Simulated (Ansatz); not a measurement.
`F/C(Br)=C(/F)I` + H₂ → `F/C=C(/F)I` + HBr  (hydrogenolysis of a C–Br bond)

Isolated molecules relaxed with PBE0-D4/def2-TZVP in Ansatz; ΔE leaves out vibrations. CCSD(T)/CBS adds triple-zeta CCSD(T) − MP2 to the extrapolated MP2 energy (def2 sets, frozen cores). This one scheme is used for every species. Double bonds are as drawn, so ΔE can hold a change between cis and trans. DFT in def2-TZVPP. HSE06 is defined as in plane-wave codes. Elements past krypton have def2 core potentials. For Br, I outer-core shells are correlated without core-valence functions, which leaves a few kJ/mol of doubt a bond. Scalar relativity is left out up to krypton.

```
             level  ΔE (eV)
          HSE06-D4    -0.85
          BHLYP-D4    -0.97
            r2SCAN    -0.82
         CAM-B3LYP    -0.99
    MP2/def2-TZVPP    -0.79
SCS-MP2/def2-TZVPP    -0.85
      HF/CBS(def2)    -1.24
     MP2/CBS(def2)    -0.77
```

Q: What does CCSD(T)/CBS give? (Best estimate.)

A: Computed: -0.88 eV. The listed levels differ from it by 0.03, -0.09, 0.06, -0.11, 0.09, 0.03, -0.36, 0.11 eV.

Largest T1 diagnostic among the species: 0.012.

From BLYP to BHLYP (50 % exact exchange), in def2-TZVPP and without D4, ΔE moves by −0.17 eV. In def2-TZVPP, CCSD(T) changes the Hartree–Fock value by +0.34 eV (the triples alone add +0.08 eV) and MP2 by +0.45 eV.
